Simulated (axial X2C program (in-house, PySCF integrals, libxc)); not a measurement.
## Density and ELF of TlH

Calculated with an in-house relativistic program for diatomic molecules. Spin-free means the one-electron spin-free X2C Hamiltonian. Basis: Tl dyall-cv3z [12s14p10d7f1g], H dyall-v3z [6s2p1d] (cores contracted in-house); Gaussian nuclei, density fitting, unrestricted open shells. Masses: Tl 204.974 u, H 1.008 u.

PBE0, without spin–orbit coupling, state M_S = 0, Λ = 0 (closed shell); Tl at z = 0, H at z = 1.880 Å.

The maps cover the half plane through the axis: z from -2.4 to 4.2 Å along the bond, ρ from 0.15 to 2.25 Å away from it.

log10 of the density in e/bohr³:

```
 ρ\z  -2.4  -1.8  -1.2  -0.6   0.0   0.6   1.2   1.8   2.4   3.0   3.6   4.2
0.15  -2.8  -2.1  -1.3   0.0   1.9   0.0  -1.1  -0.7  -1.3  -2.2  -3.1  -3.9
0.45  -2.8  -2.1  -1.4  -0.4   0.4  -0.4  -1.2  -1.1  -1.6  -2.3  -3.1  -3.9
0.75  -2.9  -2.3  -1.6  -0.9  -0.4  -0.9  -1.5  -1.5  -1.9  -2.5  -3.3  -4.0
1.05  -3.1  -2.5  -1.9  -1.4  -1.1  -1.4  -1.8  -1.9  -2.2  -2.8  -3.4  -4.1
1.35  -3.3  -2.7  -2.2  -1.8  -1.7  -1.9  -2.2  -2.3  -2.6  -3.1  -3.6  -4.3
1.65  -3.5  -3.0  -2.5  -2.2  -2.2  -2.4  -2.7  -2.8  -3.0  -3.4  -3.9  -4.5
1.95  -3.7  -3.3  -2.9  -2.7  -2.7  -2.9  -3.1  -3.2  -3.3  -3.7  -4.2  -4.8
2.25  -4.0  -3.6  -3.3  -3.1  -3.1  -3.4  -3.5  -3.6  -3.7  -4.0  -4.5  -5.0
```

Electron localisation function (collinear form, no current term, damped to 0 at low density):

```
 ρ\z  -2.4  -1.8  -1.2  -0.6   0.0   0.6   1.2   1.8   2.4   3.0   3.6   4.2
0.15  0.84  0.86  0.55  0.63  0.39  0.65  0.44  1.00  1.00  1.00  0.80  0.01
0.45  0.81  0.86  0.56  0.52  0.50  0.52  0.42  1.00  1.00  0.99  0.71  0.01
0.75  0.74  0.85  0.59  0.39  0.55  0.37  0.38  0.99  1.00  0.99  0.50  0.00
1.05  0.59  0.82  0.62  0.36  0.36  0.30  0.30  0.94  0.99  0.96  0.22  0.00
1.35  0.35  0.74  0.63  0.38  0.30  0.22  0.19  0.79  0.96  0.79  0.05  0.00
1.65  0.12  0.58  0.58  0.37  0.24  0.12  0.08  0.46  0.77  0.30  0.01  0.00
1.95  0.02  0.29  0.42  0.29  0.14  0.04  0.02  0.14  0.25  0.04  0.00  0.00
2.25  0.00  0.06  0.19  0.14  0.05  0.01  0.01  0.02  0.02  0.00  0.00  0.00
```

One determinant describes the state; a PBE0 search over occupations chose it and may have missed a lower one. Spin–orbit coupling changes these values markedly for this molecule (Re by over 0.02 Å or De by over 0.25 eV), so the spin-free numbers are a model.
